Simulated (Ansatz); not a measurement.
C$_{2}$H$_{4}$OSi (`[SiH3]C1=CO1`), charge 0, multiplicity 1.

(1) Give a relaxed structure at PBE0-D4/def2-TZVP (Ansatz 0.2.0). (Best estimate.)

Results:

(1) The calculation gave: 
```xyz
8

Si   -0.0966    1.2934   -0.1329
C    -0.0629   -0.4881    0.2025
C     0.0281   -1.7701    0.3440
O     0.7325   -1.7127   -0.7678
H     1.2784    1.8510   -0.1384
H    -0.7480    1.5680   -1.4375
H    -0.8897    1.8818    0.9758
H    -0.2418   -2.6232    0.9543
```
Point group Cs.
